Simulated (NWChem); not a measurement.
# MgH₂; SMILES [MgH2]

```xyz
3

Mg     0.0000     0.0000     0.0000
H      0.0000     0.0000    -1.7125
H      0.0000     0.0000     1.7125
```
Atoms are numbered in this order, from 1.

Coordinates come from a B3LYP/6-31G* (spherical d) optimisation.

 States above −ε(HOMO) = 6.1 eV lie in this functional's continuum and hang on the basis.

### Question
List the 4 lowest vertical singlet excitations from LDA (Slater exchange, VWN5)/aug-cc-pVDZ, TDA (NWChem).

### Answer
```tsv
state	energy (eV)	oscillator strength	leading excitation (squared amplitude)
S1	4.75	0.000	HOMO → LUMO (1.00)
S2	4.75	0.000	HOMO → LUMO+1 (1.00)
S3	6.20	0.011	HOMO → LUMO+3 (0.87)
S4	6.40	0.261	HOMO−1 → LUMO (0.92)
```
